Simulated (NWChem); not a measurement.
Species: C2H4FNOSi; SMILES N1[Si@@H](COC=1)F

```xyz
10

F      0.0388     2.0019    -0.6420
Si    -0.0300     0.7929     0.4379
C      1.2898    -0.5349     0.0987
O      0.4978    -1.6675    -0.3005
C     -0.8217    -1.4156    -0.2322
N     -1.3390    -0.3095     0.1216
H     -0.0372     1.4347     1.7725
H      1.8835    -0.8274     0.9791
H      1.9872    -0.2957    -0.7188
H     -1.3971    -2.3063    -0.5268
```
Atoms are numbered in this order, from 1.

Level: PBE0/def2-SVP (NWChem), optimised geometry, unscaled harmonic frequencies. 

```json
[
 {"frequency (cm⁻¹)": "134", "IR intensity (km/mol)": "1.9"},
 {"frequency (cm⁻¹)": "216", "IR intensity (km/mol)": "4.4"},
 {"frequency (cm⁻¹)": "289", "IR intensity (km/mol)": "4.3"},
 {"frequency (cm⁻¹)": "463", "IR intensity (km/mol)": "19.4"},
 {"frequency (cm⁻¹)": "508", "IR intensity (km/mol)": "33.5"},
 {"frequency (cm⁻¹)": "661", "IR intensity (km/mol)": "18.2"},
 {"frequency (cm⁻¹)": "708", "IR intensity (km/mol)": "30.2"},
 {"frequency (cm⁻¹)": "758", "IR intensity (km/mol)": "23.8"},
 {"frequency (cm⁻¹)": "778", "IR intensity (km/mol)": "45.9"},
 {"frequency (cm⁻¹)": "861", "IR intensity (km/mol)": "12.4"},
 {"frequency (cm⁻¹)": "882", "IR intensity (km/mol)": "30.3"},
 {"frequency (cm⁻¹)": "949", "IR intensity (km/mol)": "261.9"},
 {"frequency (cm⁻¹)": "964", "IR intensity (km/mol)": "8.0"},
 {"frequency (cm⁻¹)": "1012", "IR intensity (km/mol)": "2.6"},
 {"frequency (cm⁻¹)": "1158", "IR intensity (km/mol)": "210.3"},
 {"frequency (cm⁻¹)": "1210", "IR intensity (km/mol)": "7.5"},
 {"frequency (cm⁻¹)": "1279", "IR intensity (km/mol)": "45.9"},
 {"frequency (cm⁻¹)": "1366", "IR intensity (km/mol)": "8.4"},
 {"frequency (cm⁻¹)": "1439", "IR intensity (km/mol)": "16.4"},
 {"frequency (cm⁻¹)": "1711", "IR intensity (km/mol)": "311.8"},
 {"frequency (cm⁻¹)": "2306", "IR intensity (km/mol)": "115.7"},
 {"frequency (cm⁻¹)": "3092", "IR intensity (km/mol)": "4.6"},
 {"frequency (cm⁻¹)": "3157", "IR intensity (km/mol)": "2.2"},
 {"frequency (cm⁻¹)": "3170", "IR intensity (km/mol)": "20.2"}
]
```

```yaml
zero_point_energy: 41.5 kcal/mol
thermal correction to the enthalpy at 298.15 K (with zero-point energy): 45.7 kcal/mol
heat capacity Cv: 20.2 cal/(mol K)
entropy at 298.15 K and 1 atm (symmetry number 1): 76.2 cal/(mol K)
dipole_moment: 2.36 D
```

Rigid rotor and harmonic oscillator.
